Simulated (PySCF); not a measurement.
A structure optimised at B3LYP-D3(BJ)/def2-SVP, used in a PySCF frequency run:

```
Ni
O 1 1.6090
O 1 1.7177 2 174.25
O 3 1.3252 1 76.56 2 180.00
```

Problem. Write its SMILES, formula and point group.

Solution. [O]=[Ni]1[O][O]1, NiO₃, Cs

Problem. What are its rotational constants (standard atomic weights)?

Solution. 32.797, 4.1106, 3.6528 GHz
